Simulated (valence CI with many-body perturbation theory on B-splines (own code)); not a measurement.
**Gd⁴⁸⁺: fill in the table**

Calculated by configuration interaction combined with many-body perturbation theory (CI+MBPT): six valence electrons over a frozen Dirac-Fock core [Ne], a basis of 9 s, 9 p, 8 d, 6 f, 3 g, 1 h functions for each j, with the one-electron correlation potential Σ1, the two-electron term Σ2, the three-electron term Σ3, Breit, model QED; selected CI, second order for the rest, scaled by the run's own slope (own B-spline code, finite nucleus).

The last digits are not significant, and no measured levels were compared; by estimate large intervals hold to a few tenths of a per cent, small ones and those within an open d or f shell to about a per cent. Among the levels kept, up to 1100 cm⁻¹ of a level comes from second order outside the variational space, and about a tenth of that is noise between levels of different J, which matters for small intervals.

```
                             Level  E (cm⁻¹)
        (3s^2 3p1/2^2 3p3/2^2) J=2         0
        (3s^2 3p1/2^2 3p3/2^2) J=0         ?
          (3s^2 3p1/2 3p3/2^3) J=1         ?
          (3s^2 3p1/2 3p3/2^3) J=2         ?
    (3s^2 3p1/2^2 3p3/2 3d3/2) J=2   1566800
    (3s^2 3p1/2^2 3p3/2 3d3/2) J=1   1617300
    (3s^2 3p1/2^2 3p3/2 3d3/2) J=0   1622800
    (3s^2 3p1/2^2 3p3/2 3d3/2) J=3         ?
    (3s^2 3p1/2^2 3p3/2 3d5/2) J=4   1922200
    (3s^2 3p1/2^2 3p3/2 3d5/2) J=2         ?
    (3s^2 3p1/2^2 3p3/2 3d5/2) J=3   2090300
    (3s^2 3p1/2^2 3p3/2 3d5/2) J=1   2159500
          (3s 3p1/2^2 3p3/2^3) J=2         ?
          (3s 3p1/2^2 3p3/2^3) J=1   2723900
                (3s^2 3p3/2^4) J=0   2892700
(3s^2 3p1/2 3p3/2^2 3d3/2) J=2 [a]   2894300
    (3s^2 3p1/2 3p3/2^2 3d3/2) J=0   2901000
(3s^2 3p1/2 3p3/2^2 3d3/2) J=1 [a]   2906500
(3s^2 3p1/2 3p3/2^2 3d3/2) J=3 [a]   2947300
    (3s^2 3p1/2 3p3/2^2 3d3/2) J=4   3009200
```

Levels are named by their leading jj configuration (3d3/2^4 stands for four electrons in 3d with j = 3/2), which in mixed levels can hold well under half, so a name can repeat and another be missing. Letters in brackets count levels of one name in rising energy.

(1) The levels stand in rising order. What does the calculation give for the missing energies?

Results:

(1) (3s^2 3p1/2^2 3p3/2^2) J=0 130850; (3s^2 3p1/2 3p3/2^3) J=1 1388100; (3s^2 3p1/2 3p3/2^3) J=2 1454800; (3s^2 3p1/2^2 3p3/2 3d3/2) J=3 1624600; (3s^2 3p1/2^2 3p3/2 3d5/2) J=2 1946300; (3s 3p1/2^2 3p3/2^3) J=2 2583100.
